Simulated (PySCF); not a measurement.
Molfile (atoms numbered from 1):
```
C4H7FO2Si
     RDKit          3D

 15 14  0  0  0  0  0  0  0  0999 V2000
   -1.6526    0.8359    0.5206 C   0  0  0  0  0  0  0  0  0  0  0  0
   -0.5482    0.0497    1.2334 C   0  0  0  0  0  0  0  0  0  0  0  0
    0.8213   -0.4972    0.0413 Si  0  0  0  0  0  4  0  0  0  0  0  0
    1.9820   -1.3658    0.7838 F   0  0  0  0  0  0  0  0  0  0  0  0
    0.2093   -1.6862   -1.3414 C   0  0  0  0  0  0  0  0  0  0  0  0
   -0.7962   -1.5408   -1.9852 O   0  0  0  0  0  0  0  0  0  0  0  0
    1.8008    0.9829   -0.6999 C   0  0  0  0  0  0  0  0  0  0  0  0
    1.3145    2.0178   -1.0729 O   0  0  0  0  0  0  0  0  0  0  0  0
   -1.2490    1.7366    0.0656 H   0  0  0  0  0  0  0  0  0  0  0  0
   -2.1070    0.2344   -0.2619 H   0  0  0  0  0  0  0  0  0  0  0  0
   -2.4274    1.1229    1.2278 H   0  0  0  0  0  0  0  0  0  0  0  0
   -0.1204    0.6704    2.0250 H   0  0  0  0  0  0  0  0  0  0  0  0
   -0.9861   -0.8225    1.7261 H   0  0  0  0  0  0  0  0  0  0  0  0
    0.8515   -2.5753   -1.5258 H   0  0  0  0  0  0  0  0  0  0  0  0
    2.9029    0.8452   -0.7585 H   0  0  0  0  0  0  0  0  0  0  0  0
  1  2  1  0
  2  3  1  0
  3  4  1  0
  3  5  1  0
  5  6  2  0
  3  7  1  0
  7  8  2  0
  1  9  1  0
  1 10  1  0
  1 11  1  0
  2 12  1  0
  2 13  1  0
  5 14  1  0
  7 15  1  0
M  END
```

Method: σ from GIAO-PBE0/pcSseg-1, geometry: GFN2-xTB, in PySCF 2.14.0 with density-fitted response routines (one computed conformer, non-relativistic, isolated molecule, fast rotation and ring inversion assumed for equivalent nuclei).

Shifts are taken against calculated references (same method and geometry level): ¹³C (σ = 186.93 ppm), ¹H (σ = 31.72 ppm), ²⁹Si (σ = 349.16 ppm) vs TMS; ¹⁹F (σ = 170.95 ppm) vs CFCl3; ¹⁷O (σ = 336.08 ppm) against H2O.

```
     atoms  nucleus  count  Hirshfeld charge  δ (ppm)
       Si3     ²⁹Si      1              0.46    -42.3
        C2      ¹³C      1             -0.15        ?
        F4      ¹⁹F      1             -0.21        ?
H9/H10/H11       ¹H      3              0.04     1.18
   H12/H13       ¹H      2              0.05     1.10
     O6/O8      ¹⁷O      2             -0.19        ?
        C1      ¹³C      1             -0.11      5.5
   H14/H15       ¹H      2              0.04    12.36
     C5/C7      ¹³C      2              0.05    245.8
```

**Question.** Estimate the values marked ?.

**Answer.** 
- C2: 10.8 ppm, sp3 CH2 bonded to Si; an electropositive neighbour leaves it electron-rich and shielded
- F4: -210.3 ppm, fluorine bonded to Si
- O6/O8: 971.7 ppm, carbonyl oxygen

Shifts are as computed. Against solution values, carbons near 30 ppm lie about +3 ppm off and those near 130 ppm about +5 ppm. Of 1309 compounds with measured shifts, 239 miss one by over three times the rms of a fit or turn the order of signals round; such compounds aren't used in these exercises. Unscaled 19F shifts against computed CFCl3 carry errors that often reach 10 to 50 ppm. Unscaled 17O shifts of doubly bonded oxygen tend to come out too high, by tens of ppm or more. Experimental scales use liquid or dissolved standards, which lie at an offset from isolated H2O (liquid H2O: subtract about 36 ppm).
